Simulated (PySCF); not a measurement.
**Radial density of Sr⁺ (strontium, charge +1)**

UHF, [Kr] 5s1, 2S determinant. Computed with PySCF 2.14 in x2c-SVPall, with the spin-free X2C one-electron Hamiltonian (Gaussian nucleus).

```json
{"r (bohr)": "0.0352", "4πr²ρ (e/bohr)": "45.52", "4πr²(ρα − ρβ)": "0.0010"}
{"r (bohr)": "0.0593", "4πr²ρ (e/bohr)": "39.44", "4πr²(ρα − ρβ)": "-0.0002"}
{"r (bohr)": "0.0997", "4πr²ρ (e/bohr)": "54.15", "4πr²(ρα − ρβ)": "0.0064"}
{"r (bohr)": "0.168", "4πr²ρ (e/bohr)": "48.03", "4πr²(ρα − ρβ)": "0.0020"}
{"r (bohr)": "0.282", "4πr²ρ (e/bohr)": "34.25", "4πr²(ρα − ρβ)": "0.0083"}
{"r (bohr)": "0.475", "4πr²ρ (e/bohr)": "38.08", "4πr²(ρα − ρβ)": "0.0073"}
{"r (bohr)": "0.798", "4πr²ρ (e/bohr)": "11.10", "4πr²(ρα − ρβ)": "0.0326"}
{"r (bohr)": "1.34", "4πr²ρ (e/bohr)": "7.010", "4πr²(ρα − ρβ)": "0.0199"}
{"r (bohr)": "2.26", "4πr²ρ (e/bohr)": "1.946", "4πr²(ρα − ρβ)": "0.0983"}
{"r (bohr)": "3.80", "4πr²ρ (e/bohr)": "0.3446", "4πr²(ρα − ρβ)": "0.3064"}
{"r (bohr)": "6.39", "4πr²ρ (e/bohr)": "0.07486", "4πr²(ρα − ρβ)": "0.0748"}
{"r (bohr)": "10.7", "4πr²ρ (e/bohr)": "1.797e-05", "4πr²(ρα − ρβ)": "0.0000"}
```

Densities and radii are taken from the X2C orbitals without a picture-change correction, which distorts them close to the nucleus.
